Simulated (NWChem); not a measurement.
Molecule: CH$_{3}$CdIS; SMILES C[S][Cd][I]

```xyz
7

Cd     0.1868     0.5835     0.0000
I     -0.0658    -2.0224     0.0000
S      0.4499     2.9330     0.0000
C     -1.2935     3.5301     0.0000
H     -1.8468     3.2177    -0.9060
H     -1.2271     4.6357     0.0000
H     -1.8468     3.2177     0.9060
```
Atoms are numbered in this order, from 1.

Computed with NWChem. Geometry: optimised at PBE-D3(BJ)/def2-SVP. Not confirmed as a minimum by frequencies. def2 effective core potentials on Cd, I; no spin-orbit coupling.

Problem. Estimate the computed values for PBE0/def2-SVP. Quantities: highest occupied level (eV); orbital gap (eV); dipole (D).

Solution. 
```yaml
highest occupied level (eV): -6.81
orbital gap (eV): 4.97
dipole (D): 1.97
```
